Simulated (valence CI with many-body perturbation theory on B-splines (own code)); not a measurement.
# E1 transitions of Mn XII

Method: relativistic CI+MBPT: four valence electrons over a frozen Dirac-Fock core [Ne], a basis of 11 s, 11 p, 9 d, 7 f, 5 g, 2 h, 1 i functions for each j, with the one-electron correlation potential Σ1 (screened to all orders), the two-electron term Σ2, the three-electron term Σ3, Breit, model QED; selected single and double excitations, second order for the rest, scaled by the run's own slope (own B-spline code, finite nucleus).

No measured spectrum was set against this ion. As an estimate, levels of excited configurations hold to 0.05 to 0.15 % of their energy, terms of the ground configuration to about 0.5 %.

Lines 1 to 50 of 227 in falling wavelength, among levels below 761930 cm⁻¹, chosen from the strongest by gf and those to the six lowest levels. Wavelengths and rates use the calculated energies, so an error of 200 cm⁻¹ moves a line at 650.8 Å by 0.13 % and its rate by three times that or more. Electric multipoles are in the length gauge, E1 and E2 with the static RPA response of the core. Weak lines are less certain than strong ones. Lines between different terms over intervals too small for the method are left out, as are lines whose strength nearly cancels. The highest levels of a list are the least certain.

Names give the largest LS component (configuration and term), which can be under half, so a name can repeat, a term be missing and a line seem to break the LS rules; names also repeat where a configuration has a term twice. Letters in brackets count levels of one name in rising energy.

| λ vac (Å) | Upper | Lower | A (s⁻¹) | log gf | Branch % |
| --- | --- | --- | --- | --- | --- |
| 650.8 | 3s 3p3 5S°_2 | 3s2 3p2 1D_2 | 1.17e+05 | -4.43 | 1.3 |
| 603.6 | 3s 3p2 3d 3F_4 [a] | 3s2 3p 3d 3D°_3 | 8.04e+07 | -1.40 | 17.8 |
| 582.3 | 3p4 3P_2 | 3s 3p3 3S°_1 | 4.39e+08 | -0.95 | 5.8 |
| 575.8 | 3p4 1D_2 | 3s 3p3 1P°_1 | 3.16e+08 | -1.10 | 6.4 |
| 552.9 | 3s 3p3 5S°_2 | 3s2 3p2 3P_2 | 5.72e+06 | -2.88 | 62.8 |
| 551.4 | 3s 3p3 3D°_1 | 3s2 3p2 1S_0 | 1.71e+06 | -3.63 | 0.1 |
| 549.7 | 3p4 3P_1 | 3s 3p3 3S°_1 | 4.97e+08 | -1.17 | 6.3 |
| 530.0 | 3s 3p3 5S°_2 | 3s2 3p2 3P_1 | 3.26e+06 | -3.16 | 35.9 |
| 514.5 | 3s 3p2 3d 1G_4 | 3s2 3p 3d 1F°_3 | 2.74e+08 | -1.01 | 15.6 |
| 453.4 | 3s 3p3 3P°_1 | 3s2 3p2 1S_0 | 1.55e+07 | -2.84 | 0.4 |
| 450.1 | 3s 3p3 3D°_1 | 3s2 3p2 1D_2 | 1.88e+07 | -2.77 | 1.3 |
| 449.9 | 3s 3p3 3D°_2 | 3s2 3p2 1D_2 | 7.79e+06 | -2.93 | 0.6 |
| 447.0 | 3p4 3P_2 | 3s 3p3 1D°_2 | 1.93e+08 | -1.54 | 2.5 |
| 445.7 | 3s 3p3 3D°_3 | 3s2 3p2 1D_2 | 6.49e+07 | -1.87 | 5.3 |
| 443.4 | 3s 3p2 3d 3F_4 [a] | 3s2 3p 3d 3F°_4 | 3.19e+08 | -1.07 | 70.6 |
| 438.2 | 3s 3p2 3d 3F_3 [a] | 3s2 3p 3d 3F°_3 | 3.71e+08 | -1.13 | 60.5 |
| 434.6 | 3s 3p2 3d 3F_2 [a] | 3s2 3p 3d 3F°_2 | 4.37e+08 | -1.21 | 68.7 |
| 428.6 | 3s 3p2 3d 3D_2 [a] | 3s2 3p 3d 3D°_2 | 4.17e+08 | -1.24 | 1.1 |
| 427.8 | 3s 3p2 3d 3D_3 [a] | 3s2 3p 3d 3D°_3 | 5.52e+08 | -0.97 | 1.5 |
| 427.4 | 3s 3p2 3d 3D_3 [a] | 3s2 3p 3d 3D°_2 | 1.61e+08 | -1.51 | 0.4 |
| 425.2 | 3s 3p2 3d 3D_1 [a] | 3s2 3p 3d 3D°_1 | 4.45e+08 | -1.44 | 1.2 |
| 408.6 | 3p4 1D_2 | 3s 3p3 1D°_2 | 3.92e+09 | -0.31 | 78.7 |
| 407.2 | 3p4 1S_0 | 3s 3p3 1P°_1 | 6.21e+09 | -0.81 | 74.2 |
| 401.0 | 3s 3p3 3D°_1 | 3s2 3p2 3P_2 | 1.07e+07 | -3.11 | 0.7 |
| 400.8 | 3s 3p3 3D°_2 | 3s2 3p2 3P_2 | 6.34e+07 | -2.12 | 4.6 |
| 397.5 | 3s 3p3 3D°_3 | 3s2 3p2 3P_2 | 1.16e+09 | -0.72 | 94.7 |
| 395.1 | 3s 3p2 3d 1F_3 | 3s2 3p 3d 1D°_2 | 7.95e+08 | -0.89 | 3.9 |
| 394.2 | 3p4 3P_2 | 3s 3p3 3P°_2 | 5.80e+08 | -1.17 | 7.6 |
| 388.8 | 3s 3p3 3D°_1 | 3s2 3p2 3P_1 | 3.34e+08 | -1.64 | 22.8 |
| 388.6 | 3s 3p3 3D°_2 | 3s2 3p2 3P_1 | 1.30e+09 | -0.83 | 94.8 |
| 382.6 | 3s 3p3 3P°_1 | 3s2 3p2 1D_2 | 4.12e+07 | -2.57 | 1.1 |
| 381.9 | 3s 3p3 3P°_2 | 3s2 3p2 1D_2 | 4.77e+06 | -3.28 | 0.1 |
| 379.8 | 3s 3p2 3d 1F_3 | 3s2 3p 3d 3P°_2 | 1.45e+09 | -0.66 | 7.1 |
| 379.0 | 3p4 3P_1 | 3s 3p3 3P°_2 | 9.68e+08 | -1.20 | 12.3 |
| 378.2 | 3s 3p3 3D°_1 | 3s2 3p2 3P_0 | 1.10e+09 | -1.15 | 75.1 |
| 377.8 | 3p4 1S_0 | 3s 3p3 3S°_1 | 1.82e+09 | -1.41 | 21.7 |
| 374.8 | 3p4 3P_0 | 3s 3p3 3P°_1 | 1.53e+09 | -1.49 | 18.9 |
| 373.5 | 3s 3p2 3d 3D_2 [b] | 3s2 3p 3d 3D°_1 | 4.38e+08 | -1.34 | 1.5 |
| 370.5 | 3s 3p2 3d 3D_3 [b] | 3s2 3p 3d 3D°_2 | 3.71e+08 | -1.27 | 1.4 |
| 369.3 | 3s 3p2 3d 3D_1 [b] | 3s2 3p 3d 3P°_0 | 7.69e+08 | -1.33 | 2.4 |
| 363.4 | 3s 3p2 3d 3P_2 [b] | 3s2 3p 3d 3D°_3 | 8.95e+08 | -1.05 | 2.1 |
| 363.2 | 3s 3p2 3d 3P_2 [b] | 3s2 3p 3d 3D°_2 | 3.11e+08 | -1.51 | 0.7 |
| 363.0 | 3s 3p2 3d 3D_1 [b] | 3s2 3p 3d 3P°_1 | 8.47e+08 | -1.30 | 2.7 |
| 361.2 | 3s 3p2 3d 1P_1 | 3s2 3p 3d 1D°_2 | 1.77e+09 | -0.98 | 4.3 |
| 360.1 | 3s 3p2 3d 3D_2 [b] | 3s2 3p 3d 3P°_1 | 7.08e+08 | -1.16 | 2.4 |
| 357.8 | 3s 3p2 3d 3D_3 [b] | 3s2 3p 3d 1D°_2 | 1.23e+09 | -0.78 | 4.8 |
| 356.9 | 3s 3p2 3d 3F_3 [b] | 3s2 3p 3d 3P°_2 | 3.00e+08 | -1.40 | 0.7 |
| 354.1 | 3s 3p2 3d 3P_2 [a] | 3s 3p3 3S°_1 | 6.98e+08 | -1.18 | 1.9 |
| 353.7 | 3s 3p2 3d 3P_0 [b] | 3s2 3p 3d 3P°_1 | 2.09e+09 | -1.41 | 4.9 |
| 352.1 | 3s 3p2 3d 3G_4 | 3s2 3p 3d 3F°_4 | 2.22e+08 | -1.43 | 3.5 |

How does gf follow from A for the line at 428.6 Å?

gf = 1.4992 × (2J+1)_upper × A / σ², with σ = 233327 cm⁻¹ and 2J+1 = 5: gf = 0.0575.
